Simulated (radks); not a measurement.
Q: Species: Pt+. Configuration: [Xe] 4f14 5d9. Method: scalar-relativistic Kohn-Sham, PBE, spin-polarised, spherical densities, point nucleus; open shells are filled with parallel spins first (spin-orbit coupling, left out, can overturn this in heavy ions); computed with a radial shooting solver on a logarithmic mesh with Libxc functionals. Some entries of the table are withheld. Estimate them.

orbital  occ.  eigenvalue (hartree)  <r^2> (bohr^2)  r(max) (bohr)
1s down     1             -2882.892       0.0004059        0.01061
1s up       1             -2882.892       0.0004059        0.01061
2s up       1             -506.6860        0.006199        0.06121
2s down     1             -506.6836        0.006199        0.06121
2p up       3             -439.0892        0.005202        0.05059
2p down     3             -439.0873        0.005202        0.05059
3s up       1             -119.2468         0.04002         0.1726
3s down     1             -119.2460         0.04002         0.1726
3p up       3             -99.56571         0.04106         0.1717
3p down     3             -99.56476         0.04106         0.1717
3d up       5             -78.24468         0.03401         0.1398
3d down     5             -78.24301         0.03401         0.1398
4s up       1             -25.86168          0.1944         0.3898
4s down     1             -25.85944          0.1944         0.3898
4p up       3             -19.40874          0.2219         0.4100
4p down     3             -19.40668          0.2219         0.4100
4d up       5             -11.57745          0.2534         0.4181
4d down     5             -11.57507          0.2534         0.4182
5s up       1              -4.05200             (1)         0.8694
5s down     1              -4.03567             (2)         0.8687
4f up       7                   (3)          0.3252         0.3851
4f down     7                   (4)          0.3245         0.3850
5p up       3              -2.37285           1.385         0.9790
5p down     3              -2.35233           1.382         0.9778
5d up       5              -0.53647           3.213          1.262
5d down     4              -0.51377           3.262          1.261

A: 
(1) 5s up <r^2> (bohr^2): 1.021
(2) 5s down <r^2> (bohr^2): 1.018
(3) 4f up eigenvalue (hartree): -2.87752
(4) 4f down eigenvalue (hartree): -2.87390
